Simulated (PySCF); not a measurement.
PySCF job for WOF₂, SMILES [F][W]([F])=[O] (connectivity only; charge and spin as stated), neutral, multiplicity 3, TDA-PBE/def2-SVPD. The structure is a stationary point at PBE-D3(BJ)/def2-TZVP. The multiplicity is an assumed one; other spin states were not compared. The def2 effective core potentials stand for the cores of W; spin–orbit coupling is left out.

```python
import numpy as np
from pyscf import gto, scf, dft, tdscf

mol = gto.M(
    atom='''
    W     0.00000000    0.00000000    0.03992408
    O     0.00000000    0.00000005    1.74071760
    F     0.00000000    1.62420545   -0.93778465
    F     0.00000000   -1.62420552   -0.93778457
    ''',
    basis='def2-SVPD',
    ecp={'W': 'def2-svp'},
    charge=0,
    spin=2,
    max_memory=1600,
    verbose=4,
)
mf = dft.UKS(mol, xc='pbe').density_fit(auxbasis='def2-universal-jkfit')
mf.grids.level = 3
mf.conv_tol = 1e-9
mf.max_cycle = 100
mf.kernel()
fine, coarse = mf.grids, dft.Grids(mol).set(level=1).build(with_non0tab=True)
for _ in range(3):  # follow internal instabilities
    mf.grids = coarse
    mo, _, stable, _ = mf.stability(return_status=True, nroots=4)
    mf.grids = fine
    if stable:
        break
    mf.kernel(mf.make_rdm1(mo, mf.mo_occ))
mf.grids = dft.Grids(mol).set(level=1).build(with_non0tab=True)  # coarser grid for the response kernel
td = tdscf.TDA(mf)
td.nstates = 10
td.conv_tol = 1e-4
td.positive_eig_threshold = 1e-6
td.kernel(x0=td.get_init_guess(mf, 15))
td.analyze(verbose=3)
```

Program output:

```
PySCF version 2.14.0

[INPUT] verbose = 4
[INPUT] num. atoms = 4
[INPUT] num. electrons = 40
[INPUT] charge = 0
[INPUT] spin (= nelec alpha-beta = 2S) = 2
[INPUT] symmetry False subgroup None
[INPUT] Mole.unit = angstrom
[INPUT] Symbol           X                Y                Z      unit          X                Y                Z       unit  Magmom
[INPUT]  1 W      0.000000000000   0.000000000000   0.039924080000 AA    0.000000000000   0.000000000000   0.075445576975 Bohr   0.0
[INPUT]  2 O      0.000000000000   0.000000050000   1.740717600000 AA    0.000000000000   0.000000094486   3.289479524210 Bohr   0.0
[INPUT]  3 F      0.000000000000   1.624205450000  -0.937784650000 AA    0.000000000000   3.069303470526  -1.772156152321 Bohr   0.0
[INPUT]  4 F      0.000000000000  -1.624205520000  -0.937784570000 AA    0.000000000000  -3.069303602807  -1.772156001143 Bohr   0.0

nuclear repulsion = 142.710702477064
number of shells = 40
number of NR pGTOs = 159
number of NR cGTOs = 104
basis = def2-SVPD
ecp = {'W': 'def2-svp'}


[settings echo left out]
init E= -329.467238148163
  alpha nocc = 21  HOMO = -0.363893355589529  LUMO = -0.337112320247321
  beta  nocc = 19  HOMO = -0.634012621725209  LUMO = -0.388335955540818

WARN: HOMO -0.363893355589529 >= LUMO -0.388335955540818

cycle= 1 E= -341.352222453677  delta_E= -11.9  |g|= 0.959  |ddm|= 5.13
  alpha nocc = 21  HOMO = -0.177371617761528  LUMO = -0.0532042426904725
  beta  nocc = 19  HOMO = -0.175939047047658  LUMO = -0.172208443691285
  HOMO = -0.175939047048  LUMO = -0.172208443691  gap/eV = 0.10151
cycle= 2 E= -333.86226768464  delta_E= 7.49  |g|= 3.57  |ddm|= 3.22
  alpha nocc = 21  HOMO = -0.110787033687963  LUMO = -0.0521316566725864
  beta  nocc = 19  HOMO = -0.285401621227478  LUMO = -0.118247737780784

WARN: HOMO -0.110787033687963 >= LUMO -0.118247737780784

cycle= 3 E= -341.526028100931  delta_E= -7.66  |g|= 0.65  |ddm|= 3.06
  alpha nocc = 21  HOMO = -0.196325453368711  LUMO = -0.10231453585375
  beta  nocc = 19  HOMO = -0.304350305365612  LUMO = -0.167858697790312
  HOMO = -0.196325453369  LUMO = -0.16785869779  gap/eV = 0.77462
cycle= 4 E= -341.607133769744  delta_E= -0.0811  |g|= 0.531  |ddm|= 0.835
  alpha nocc = 21  HOMO = -0.223479336462347  LUMO = -0.143614570383841
  beta  nocc = 19  HOMO = -0.356863100185721  LUMO = -0.195320980259734
  HOMO = -0.223479336462  LUMO = -0.19532098026  gap/eV = 0.76623
cycle= 5 E= -341.701980485221  delta_E= -0.0948  |g|= 0.153  |ddm|= 0.413
  alpha nocc = 21  HOMO = -0.20160427416273  LUMO = -0.114458080697242
  beta  nocc = 19  HOMO = -0.329779385479229  LUMO = -0.172386233935246
  HOMO = -0.201604274163  LUMO = -0.172386233935  gap/eV = 0.79506
cycle= 6 E= -341.710710966736  delta_E= -0.00873  |g|= 0.0688  |ddm|= 0.16
  alpha nocc = 21  HOMO = -0.200669677041994  LUMO = -0.114579201490856
  beta  nocc = 19  HOMO = -0.334804862187538  LUMO = -0.171015744488482
  HOMO = -0.200669677042  LUMO = -0.171015744488  gap/eV = 0.80692
cycle= 7 E= -341.712524144285  delta_E= -0.00181  |g|= 0.0186  |ddm|= 0.0402
  alpha nocc = 21  HOMO = -0.199761659331703  LUMO = -0.114041113672286
  beta  nocc = 19  HOMO = -0.335495253247179  LUMO = -0.170059445542723
  HOMO = -0.199761659332  LUMO = -0.170059445543  gap/eV = 0.80824
cycle= 8 E= -341.71265522922  delta_E= -0.000131  |g|= 0.00311  |ddm|= 0.0108
  alpha nocc = 21  HOMO = -0.199877794857738  LUMO = -0.113996996510195
  beta  nocc = 19  HOMO = -0.335709834558917  LUMO = -0.170045960533113
  HOMO = -0.199877794858  LUMO = -0.170045960533  gap/eV = 0.81177
cycle= 9 E= -341.712658519586  delta_E= -3.29e-06  |g|= 0.0011  |ddm|= 0.00205
  alpha nocc = 21  HOMO = -0.199861293141581  LUMO = -0.113986405676682
  beta  nocc = 19  HOMO = -0.335834357441188  LUMO = -0.170013981616222
  HOMO = -0.199861293142  LUMO = -0.170013981616  gap/eV = 0.81219
cycle= 10 E= -341.712659081714  delta_E= -5.62e-07  |g|= 0.000168  |ddm|= 0.00102
  alpha nocc = 21  HOMO = -0.199864677552895  LUMO = -0.113983274347619
  beta  nocc = 19  HOMO = -0.335836225414361  LUMO = -0.170009985732705
  HOMO = -0.199864677553  LUMO = -0.170009985733  gap/eV = 0.81239
cycle= 11 E= -341.712659100462  delta_E= -1.87e-08  |g|= 3.41e-05  |ddm|= 0.000212
  alpha nocc = 21  HOMO = -0.199867939119443  LUMO = -0.11397950421994
  beta  nocc = 19  HOMO = -0.335841562054588  LUMO = -0.170006887472034
  HOMO = -0.199867939119  LUMO = -0.170006887472  gap/eV = 0.81256
cycle= 12 E= -341.712659101986  delta_E= -1.52e-09  |g|= 9.21e-06  |ddm|= 9.71e-05
  alpha nocc = 21  HOMO = -0.199867689254038  LUMO = -0.113979089431789
  beta  nocc = 19  HOMO = -0.335842470679586  LUMO = -0.170006360288738
  HOMO = -0.199867689254  LUMO = -0.170006360289  gap/eV = 0.81257
cycle= 13 E= -341.712659102007  delta_E= -2.1e-11  |g|= 7.17e-06  |ddm|= 1.13e-05
  alpha nocc = 21  HOMO = -0.199867228651723  LUMO = -0.113978623247261
  beta  nocc = 19  HOMO = -0.335842291678063  LUMO = -0.170005966903975
  HOMO = -0.199867228652  LUMO = -0.170005966904  gap/eV = 0.81257
Extra cycle  E= -341.712659101867  delta_E= 1.4e-10  |g|= 2.09e-05  |ddm|= 2e-05
converged SCF energy = -341.712659101867  <S^2> = 2.0121855  2S+1 = 3.0081127
tot grids = 24720
uhf_internal: lowest eigs of H = [0.38310236 0.46088533 0.4692458  0.48697395]
<class 'pyscf.df.df_jk.DFUKS'> wavefunction is stable in the internal stability analysis
tot grids = 24720
Overwritten attributes  positive_eig_threshold  of <class 'pyscf.tdscf.uks.TDA'>


******** <class 'pyscf.tdscf.uks.TDA'> for <class 'pyscf.df.df_jk.DFUKS'> ********
nstates = 10
deg_eia_thresh = 1.000e-03
wfnsym = None
conv_tol = 0.0001
eigh lindep = 1e-12
eigh level_shift = 0
eigh max_cycle = 100


Excitation energies (eV)
[1.59302184 2.86279515 3.08090298 3.79878369 4.47552727 4.52099595
 4.53331174 4.62897964 4.85302098 5.04236142]

** Excitation energies and oscillator strengths **
Excited State   1:      1.59302 eV    778.30 nm  f=0.0020
Excited State   2:      2.86280 eV    433.09 nm  f=0.0050
Excited State   3:      3.08090 eV    402.43 nm  f=0.0000
Excited State   4:      3.79878 eV    326.38 nm  f=0.0001
Excited State   5:      4.47553 eV    277.03 nm  f=0.0036
Excited State   6:      4.52100 eV    274.24 nm  f=0.0103
Excited State   7:      4.53331 eV    273.50 nm  f=0.0035
Excited State   8:      4.62898 eV    267.84 nm  f=0.0000
Excited State   9:      4.85302 eV    255.48 nm  f=0.0005
Excited State  10:      5.04236 eV    245.89 nm  f=0.0005
```

Self-consistency was reached.
